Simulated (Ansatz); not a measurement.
Start from `C[O][Hf]1234([CH3])([N](C)C)[C@H]5[C@@H]1[C@@H]2[C@@H]3[C@H]54` and change one atom or group to get `C[N](C)[Hf]1234([CH3])([CH3])[C@H]5[C@@H]1[C@@H]2[C@@H]3[C@H]54`.

Ansatz, PBE0-D4/def2-TZVP geometries, multiplicity 1. Each molecule was computed in one conformer, which needn't be the lowest.

Elements past krypton have def2 core potentials.

```json
{"property": "LUMO energy (B3LYP/def2-TZVPP) / eV", "`C[O][Hf]1234([CH3])([N](C)C)[C@H]5[C@@H]1[C@@H]2[C@@H]3[C@H]54`": "-0.20"}
{"property": "HOMO–LUMO gap (PBE0/def2-TZVPP) / eV", "`C[O][Hf]1234([CH3])([N](C)C)[C@H]5[C@@H]1[C@@H]2[C@@H]3[C@H]54`": "6.06"}
{"property": "HOMO–LUMO gap (ωB97M-V/def2-TZVPP) / eV", "`C[O][Hf]1234([CH3])([N](C)C)[C@H]5[C@@H]1[C@@H]2[C@@H]3[C@H]54`": "9.73"}
{"property": "LUMO energy (PBE0/def2-TZVPP) / eV", "`C[O][Hf]1234([CH3])([N](C)C)[C@H]5[C@@H]1[C@@H]2[C@@H]3[C@H]54`": "0.00"}
{"property": "LUMO energy (PBE/def2-TZVPP) / eV", "`C[O][Hf]1234([CH3])([N](C)C)[C@H]5[C@@H]1[C@@H]2[C@@H]3[C@H]54`": "-0.88"}
{"property": "HOMO–LUMO gap (PBE/def2-TZVPP) / eV", "`C[O][Hf]1234([CH3])([N](C)C)[C@H]5[C@@H]1[C@@H]2[C@@H]3[C@H]54`": "3.98"}
```

Q: What does the change do to each property? (An estimate is asked.)

A: Computed: 
```
                               property  `C[N](C)[Hf]1234([CH3])([CH3])[C@H]5[C@@H]1[C@@H]2[C@@H]3[C@H]54`  shift
    LUMO energy (B3LYP/def2-TZVPP) / eV                                                              -0.64  -0.44
   HOMO–LUMO gap (PBE0/def2-TZVPP) / eV                                                               5.77  -0.29
HOMO–LUMO gap (ωB97M-V/def2-TZVPP) / eV                                                               9.85   0.12
     LUMO energy (PBE0/def2-TZVPP) / eV                                                              -0.42  -0.42
      LUMO energy (PBE/def2-TZVPP) / eV                                                              -1.31  -0.43
    HOMO–LUMO gap (PBE/def2-TZVPP) / eV                                                               3.72  -0.26
```

With PBE0 the HOMO falls by 0.14 eV and the LUMO falls by 0.42 eV, so the gap narrows by about 0.28 eV. PBE moves the HOMO by -0.17 eV and ωB97M-V by -0.08 eV.

B3LYP here is the variant with VWN-RPA as its local correlation; programs differ in this.

Positive LUMOs are unbound, so they and the gaps depend on the basis.
